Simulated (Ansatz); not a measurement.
System: sum formula H3GeO3, charge 0, multiplicity 2. It need not be the lowest isomer of its formula. 
Structure (B3LYP-D3(BJ)/def2-TZVP (Ansatz, a quantum-chemistry and plane-wave program) minimum search):
SMILES: [OH][Ge]([OH])[OH]
```xyz
7

Ge     0.2964    -0.0452    -0.0713
O     -0.8135    -0.7947    -1.2641
O     -0.1305     1.6954    -0.0037
O     -0.1333    -0.7363     1.5269
H     -0.8630    -1.7544    -1.1766
H     -0.2039     2.0962    -0.8783
H      0.2000    -0.2096     2.2634
```
Charge 0, spin multiplicity 2.

Wanted: vertical electron affinity (to the singlet state of charge -1; a negative value means that the extra electron is unbound and the number depends on the basis; each state is the SCF solution reached for its spin; the molecule has degenerate orbitals, so one determinant may break the symmetry), in eV. Correlated levels leave the core frozen unless marked. Open shells are spin-unrestricted. No spin-orbit coupling. The frozen core is the preceding noble-gas configuration, with the filled d and f shells of earlier blocks. Non-relativistic. Anions need diffuse functions: aug- sets have them; def2-D sets add few. CBS marks a two-point X^-3 extrapolation of the correlation energy; Hartree-Fock from the larger set. The bracket is a focal-point correction in the basis named.

| level | program | vertical electron affinity (eV) |
|---|---|---|
| PBE0/def2-TZVPD | Ansatz | 1.47 |
| BHLYP/def2-TZVPD | Ansatz | 1.47 |
| CAM-B3LYP/def2-TZVPD | Ansatz | (withheld) |
| wB97M-V/def2-TZVPD | Ansatz | (withheld) |
| wB97X-V/def2-TZVPD | Ansatz | 1.52 |
| B2PLYP/def2-TZVPD | Ansatz | 1.53 |
| RI-MP2/CBS(aug-cc-pVTZ,aug-cc-pVQZ)+[CCSD(T)-MP2]/aug-cc-pVTZ | Ansatz | (withheld) |

### Question
Fill in the missing entries.

### Answer

- CAM-B3LYP/def2-TZVPD, vertical electron affinity (eV): 1.65
- wB97M-V/def2-TZVPD, vertical electron affinity (eV): 1.58
- RI-MP2/CBS(aug-cc-pVTZ,aug-cc-pVQZ)+[CCSD(T)-MP2]/aug-cc-pVTZ, vertical electron affinity (eV): 1.61
